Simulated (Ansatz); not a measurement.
Total energies of Mg8O8 (started as a model of: 2x2x4 MgO rock-salt block) from Ansatz at PBE-D4/def2-SVP, gas phase (1 Eh = 27.2114 eV = 2625.5 kJ/mol). The reference geometry is relaxed at r2SCAN-D4/def2-SVP.

Cartesian coordinates in Å:
```
Mg -1.303 -2.330 -1.699
O -0.721 -0.493 -1.583
Mg -0.058 1.284 -1.197
O 0.603 3.100 -0.849
O 0.321 -3.111 -0.958
Mg 0.999 -1.295 -0.642
O 1.707 0.482 -0.346
Mg 2.151 2.321 0.042
O -2.279 -2.346 -0.013
Mg -1.648 -0.516 0.320
O -1.068 1.299 0.663
Mg -0.234 3.022 0.909
Mg -0.614 -3.013 0.749
O 0.081 -1.288 1.266
Mg 0.707 0.527 1.519
O 1.355 2.356 1.819
```

| state | geometry | energy (Eh) |
| --- | --- | --- |
| charge 0 singlet | reference | -2200.74397 |
| charge 1 doublet | reference | -2200.49136 |
| charge 1 doublet | relaxed at r2SCAN-D4/def2-SVP | -2200.49883 |
| charge -1 doublet | reference | -2200.78370 |
| free Mg atom (singlet) | – | -199.87173 |
| free O atom (triplet) | – | -74.91467 |

(1) Work out the vertical ionisation energy to the doublet.

(2) Work out the vertical electron affinity, to the doublet.

(3) Give the fundamental gap IE − EA, the Mulliken electronegativity (IE + EA)/2 and the hardness (IE − EA)/2.

(4) How much does the charge 1 doublet relax, and what is the adiabatic ionisation energy?

(5) What is the binding energy per atom against free atoms?

(1) E(charge 1 doublet) − E(charge 0 singlet) = -2200.49136 − (-2200.74397) = 0.25261 Eh = 6.87 eV. For comparison, −ε of the highest occupied level is 4.75 eV at this level, 2.12 eV less.

(2) E(charge 0 singlet) − E(charge -1 doublet) = -2200.74397 − (-2200.78370) = 0.03973 Eh = 1.08 eV. The basis lacks diffuse functions, which makes affinities too small.

(3) From the values in Eh: IE − EA = 0.25261 − 0.03973 = 0.21288 Eh = 5.79 eV; (IE + EA)/2 = 3.98 eV; (IE − EA)/2 = 2.90 eV. The HOMO–LUMO gap of the same run is 2.38 eV, 3.41 eV smaller than the fundamental gap.

(4) Relaxation: -2200.49136 − (-2200.49883) = 0.00747 Eh = 0.20 eV. Adiabatic ionisation energy: 0.24514 Eh = 6.67 eV, without zero-point energy. 

(5) Atoms: 8 × (-199.87173) + 8 × (-74.91467) = -2198.29120 Eh. Binding: -2198.29120 − (-2200.74397) = 2.45277 Eh = 66.74 eV, or 4.17 eV for each of 16 atoms (no zero-point energy, no counterpoise term).

At PBE-D4/def2-SVP the gap within one spin of the charge 1 doublet nearly closes, so an electron or hole may be smeared out by delocalisation error. At PBE-D4/def2-SVP the gap within one spin of the relaxed charge 1 doublet nearly closes, so an electron or hole may be smeared out by delocalisation error. At PBE-D4/def2-SVP the highest occupied level of the charge -1 doublet lies above zero (up to 0.30 eV). By energy differences its removal costs 1.08 eV (vertical, to the charge 0 singlet, at PBE-D4/def2-SVP); self-interaction error and the lack of diffuse functions both raise the level.
